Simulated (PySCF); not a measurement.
AlBClGeH₅, AlBClGeH₃, C₂H₉AlGe, CH₇AlGeSi (calculated)

Calculation on a computer-drawn molecule: the log of a Hartree-Fock and frozen-core CCSD(T) single point meant for a local Hartree-Fock minimum, with one planted fault or none, to be diagnosed. Offsets are logged minus clean, where the clean run is the same molecule without the fault. The reference is restricted for singlets and unrestricted otherwise, and also for a bond in bohr or an excited solution. Adding or removing an electron swaps singlet and doublet. The excited solution moves the top pair (singlet) or top alpha electron (doublet) to the lowest empty orbital. Highest occupied and lowest empty are orbital energies over both spins, largest force is the largest gradient component, triples share is (T) over the correlation energy, the T1 limit is 0.02 restricted and 0.045 unrestricted, electrons count all cores, a negative frequency is imaginary (commonest isotopes), and the dipole is about the centre of nuclear charge; on germanium a core potential holds 10 electrons, which the energies leave out, and 3d is frozen in MP2 and coupled-cluster steps. Program: PySCF 2.14.0.

Common to all runs: meant charge 0; meant multiplicity 1; meant basis cc-pV(D+d)Z; meant basis and core potential on germanium cc-pVDZ-PP ECP10MDF; logged SCF converged yes; possible faults no fault, one electron removed, one electron added, multiplicity raised by two, geometry at a saddle point, SCF held on an excited solution, minimal basis STO-3G, one bond length entered in bohr, all coordinates scaled.

```json
{"entry": 1, "formula": "AlBClGeH5", "logged_structure": {"atoms_angstrom": [["Al", 2.0207, 1.2396, -1.2], ["B", 1.0643, -0.5504, -0.4421], ["Ge", -0.926, 0.0331, -0.2154], ["Cl", -0.5979, 2.1657, -0.9516], ["H", 2.2301, 1.383, -2.7621], ["H", 2.7614, 2.1928, -0.1766], ["H", 1.4088, -1.6629, -0.1641], ["H", -1.9985, -0.4953, -1.1651], ["H", -1.5161, 0.2391, 1.1777]]}, "given": {"logged_electrons": 73, "logged_basis_functions": 108, "logged_spin_squared": 0.762, "logged_highest_occupied [eV]": -1.7258, "logged_lowest_empty [eV]": 6.3944, "logged_largest_force [hartree/bohr]": 0.039478, "logged_T1_diagnostic": 0.011934, "logged_D1_diagnostic": 0.032751, "logged_triples_share": 0.027402, "logged_CC_converged": "yes", "logged_dipole_magnitude [debye]": 4.8718, "logged_SCF_stable_within_its_kind": "yes", "logged_energy_HF [hartree]": -1022.40999, "logged_energy_CCSD(T) [hartree]": -1022.8801, "drawn_bonds_atom": [1, 2, 3, 1, 1, 2, 3, 3], "drawn_bonds_other_atom": [2, 3, 4, 5, 6, 7, 8, 9], "drawn_bonds_order": [1, 1, 1, 1, 1, 1, 1, 1]}, "results": {"planted_fault": "one electron added", "HF_energy_offset_from_clean_run [kcal/mol]": -11.09, "CCSD(T)_energy_offset_from_clean_run [kcal/mol]": -22.73}}
{"entry": 2, "formula": "AlBClGeH3", "logged_structure": {"atoms_angstrom": [["Al", -2.5211, -2.281, -1.7198], ["B", -1.0601, -1.4378, -0.396], ["Ge", 0.0681, -2.3882, 1.0972], ["Cl", 1.5055, -2.8665, -0.5717], ["H", -4.0525, -2.2193, -1.3081], ["H", -2.1171, -2.9718, -3.0833], ["H", -0.7503, -0.2785, -0.5393]]}, "given": {"logged_electrons": 70, "logged_basis_functions": 98, "logged_spin_squared": 2.0267, "logged_highest_occupied [eV]": -7.4592, "logged_lowest_empty [eV]": -0.66017, "logged_largest_force [hartree/bohr]": 0.018889, "logged_T1_diagnostic": 0.021165, "logged_D1_diagnostic": 0.078848, "logged_triples_share": 0.029631, "logged_CC_converged": "yes", "logged_dipole_magnitude [debye]": 3.1758, "logged_SCF_stable_within_its_kind": "yes", "logged_energy_HF [hartree]": -1021.17262, "logged_energy_CCSD(T) [hartree]": -1021.57587, "drawn_bonds_atom": [1, 2, 3, 1, 1, 2], "drawn_bonds_other_atom": [2, 3, 4, 5, 6, 7], "drawn_bonds_order": [1, 1, 1, 1, 1, 1]}, "results": {"planted_fault": "multiplicity raised by two", "HF_energy_offset_from_clean_run [kcal/mol]": 26.28, "CCSD(T)_energy_offset_from_clean_run [kcal/mol]": 36.79}}
{"entry": 3, "formula": "C2H9AlGe", "logged_structure": {"atoms_angstrom": [["Al", -1.1459, 0.0669, 0.6096], ["C", 0.64, 0.9184, 0.6203], ["C", 1.8432, 0.0143, 0.9629], ["Ge", 2.2132, -1.3124, -0.442], ["H", -1.4507, -1.1423, 1.587], ["H", -2.304, 0.6478, -0.3015], ["H", 0.8076, 1.4361, -0.3327], ["H", 0.5726, 1.7296, 1.3636], ["H", 1.6689, -0.5339, 1.8936], ["H", 2.7557, 0.5991, 1.1159], ["H", 2.7579, -0.6336, -1.7063], ["H", 3.206, -2.3869, 0.0159], ["H", 0.8849, -2.003, -0.8228]]}, "given": {"logged_electrons": 66, "logged_basis_functions": 119, "logged_spin_squared": 0.0, "logged_highest_occupied [eV]": -10.514, "logged_lowest_empty [eV]": 1.473, "logged_largest_force [hartree/bohr]": 1.2828e-05, "logged_lowest_frequency [cm^-1]": 49.573, "logged_T1_diagnostic": 0.0095036, "logged_D1_diagnostic": 0.020582, "logged_triples_share": 0.026956, "logged_CC_converged": "yes", "logged_dipole_magnitude [debye]": 1.155, "logged_SCF_stable_within_its_kind": "yes", "logged_energy_HF [hartree]": -616.24472, "logged_energy_CCSD(T) [hartree]": -616.78792, "drawn_bonds_atom": [1, 2, 3, 1, 1, 2, 2, 3, 3, 4, 4, 4], "drawn_bonds_other_atom": [2, 3, 4, 5, 6, 7, 8, 9, 10, 11, 12, 13], "drawn_bonds_order": [1, 1, 1, 1, 1, 1, 1, 1, 1, 1, 1, 1]}, "results": {"planted_fault": "no fault", "HF_energy_offset_from_clean_run [kcal/mol]": 0.0, "CCSD(T)_energy_offset_from_clean_run [kcal/mol]": 0.0}}
{"entry": 4, "formula": "C2H9AlGe", "logged_structure": {"atoms_angstrom": [["Al", -1.1459, 0.0669, 0.6096], ["C", 0.64, 0.9184, 0.6203], ["C", 1.8432, 0.0143, 0.9629], ["Ge", 2.2132, -1.3124, -0.442], ["H", -1.4507, -1.1423, 1.587], ["H", -2.304, 0.6478, -0.3015], ["H", 0.8076, 1.4361, -0.3327], ["H", 0.5726, 1.7296, 1.3636], ["H", 1.6689, -0.5339, 1.8936], ["H", 2.7557, 0.5991, 1.1159], ["H", 2.7579, -0.6336, -1.7063], ["H", 4.0893, -3.3429, 0.4234], ["H", 0.8849, -2.003, -0.8228]]}, "given": {"logged_electrons": 66, "logged_basis_functions": 119, "logged_spin_squared": 0.846, "logged_highest_occupied [eV]": -8.8033, "logged_lowest_empty [eV]": 1.1712, "logged_largest_force [hartree/bohr]": 0.0063678, "logged_T1_diagnostic": 0.038056, "logged_D1_diagnostic": 0.19378, "logged_triples_share": 0.03254, "logged_CC_converged": "yes", "logged_dipole_magnitude [debye]": 1.2998, "logged_SCF_stable_within_its_kind": "yes", "logged_energy_HF [hartree]": -616.14139, "logged_energy_CCSD(T) [hartree]": -616.67245, "drawn_bonds_atom": [1, 2, 3, 1, 1, 2, 2, 3, 3, 4, 4, 4], "drawn_bonds_other_atom": [2, 3, 4, 5, 6, 7, 8, 9, 10, 11, 12, 13], "drawn_bonds_order": [1, 1, 1, 1, 1, 1, 1, 1, 1, 1, 1, 1]}, "results": {"planted_fault": "one bond length entered in bohr, row 11 of the drawn bonds", "HF_energy_offset_from_clean_run [kcal/mol]": 64.84, "CCSD(T)_energy_offset_from_clean_run [kcal/mol]": 72.46}}
{"entry": 5, "formula": "C2H9AlGe", "logged_structure": {"atoms_angstrom": [["Al", -1.1459, 0.0669, 0.6096], ["C", 0.64, 0.9184, 0.6203], ["C", 1.8432, 0.0143, 0.9629], ["Ge", 2.2132, -1.3124, -0.442], ["H", -1.4507, -1.1423, 1.587], ["H", -2.304, 0.6478, -0.3015], ["H", 0.8076, 1.4361, -0.3327], ["H", 0.5726, 1.7296, 1.3636], ["H", 1.6689, -0.5339, 1.8936], ["H", 2.7557, 0.5991, 1.1159], ["H", 2.7579, -0.6336, -1.7063], ["H", 3.206, -2.3869, 0.0159], ["H", 0.8849, -2.003, -0.8228]]}, "given": {"logged_electrons": 66, "logged_basis_functions": 119, "logged_spin_squared": 0.0, "logged_highest_occupied [eV]": -3.4036, "logged_lowest_empty [eV]": -5.287, "logged_largest_force [hartree/bohr]": 0.19233, "logged_CC_converged": "no", "logged_dipole_magnitude [debye]": 8.1934, "logged_SCF_stable_within_its_kind": "no", "logged_energy_HF [hartree]": -615.72119, "drawn_bonds_atom": [1, 2, 3, 1, 1, 2, 2, 3, 3, 4, 4, 4], "drawn_bonds_other_atom": [2, 3, 4, 5, 6, 7, 8, 9, 10, 11, 12, 13], "drawn_bonds_order": [1, 1, 1, 1, 1, 1, 1, 1, 1, 1, 1, 1]}, "results": {"planted_fault": "SCF held on an excited solution", "HF_energy_offset_from_clean_run [kcal/mol]": 328.5}, "notes": ["CCSD not converged"]}
{"entry": 6, "formula": "CH7AlGeSi", "logged_structure": {"atoms_angstrom": [["Al", 0.1896, -1.2385, 1.8922], ["C", -0.3261, 0.3418, 0.9191], ["Si", 0.3196, 0.7812, -0.7691], ["Ge", -1.4934, 1.4245, 1.7146], ["H", -0.4325, -1.5013, 3.3257], ["H", 1.2212, -2.2677, 1.2763], ["H", -0.2646, 2.059, -1.2563], ["H", 1.7967, 0.9338, -0.7622], ["H", -0.0044, -0.2718, -1.7648], ["H", -2.0836, 1.1591, 3.0938], ["H", -2.0241, 2.7209, 1.1096]]}, "given": {"logged_electrons": 72, "logged_basis_functions": 118, "logged_spin_squared": 0.0, "logged_highest_occupied [eV]": -8.9407, "logged_lowest_empty [eV]": 0.85845, "logged_largest_force [hartree/bohr]": 6.88e-06, "logged_lowest_frequency [cm^-1]": 112.71, "logged_T1_diagnostic": 0.013864, "logged_D1_diagnostic": 0.042257, "logged_triples_share": 0.034124, "logged_CC_converged": "yes", "logged_dipole_magnitude [debye]": 2.6511, "logged_SCF_stable_within_its_kind": "yes", "logged_energy_HF [hartree]": -866.12259, "logged_energy_CCSD(T) [hartree]": -866.60131, "drawn_bonds_atom": [1, 2, 2, 1, 1, 3, 3, 3, 4, 4], "drawn_bonds_other_atom": [2, 3, 4, 5, 6, 7, 8, 9, 10, 11], "drawn_bonds_order": [1, 1, 2, 1, 1, 1, 1, 1, 1, 1]}, "results": {"planted_fault": "no fault", "HF_energy_offset_from_clean_run [kcal/mol]": 0.0, "CCSD(T)_energy_offset_from_clean_run [kcal/mol]": 0.0}}
```
